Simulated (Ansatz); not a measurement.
```xyz
12

F     0.2041    0.2614    2.3132
C    -0.0263    0.1052    1.0212
C     0.9965    0.1588    0.1765
F     2.2058    0.4108    0.6477
C     0.9838   -0.0319   -1.3244
F     0.8244    1.1298   -1.9595
F     2.1475   -0.5490   -1.7058
F     0.0161   -0.8550   -1.7114
C    -1.4929   -0.1107    0.7003
F    -2.2284    0.3635    1.6994
F    -1.8501    0.5213   -0.4138
F    -1.7804   -1.4042    0.5566
```

Charge 0, multiplicity 1.

Task: List the r2SCAN/def2-TZVPP orbital energies in eV (the Gaussian-basis code of Ansatz). (Best estimate.)

Result: Computed: Occupied: -668.20, -668.19, -668.05, -668.01, -668.00, -667.99, -667.93, -667.92, -280.89, -280.88, -277.06, -277.03, -35.73, -35.65, -34.23, -33.81, -33.27, -33.18, -33.14, -33.14, -22.54, -20.20, -18.94, -17.38, -16.74, -16.34, -16.06, -16.02, -15.96, -15.13, -15.03, -13.59, -12.73, -12.53, -12.51, -12.46, -12.41, -12.34, -11.82, -11.53, -11.47, -11.32, -11.16, -10.86, -10.73, -10.53, -10.07, -7.69. Lowest empty: -2.34, -0.69, 2.00, 2.25, 3.14, 3.42, 3.55, 3.81.
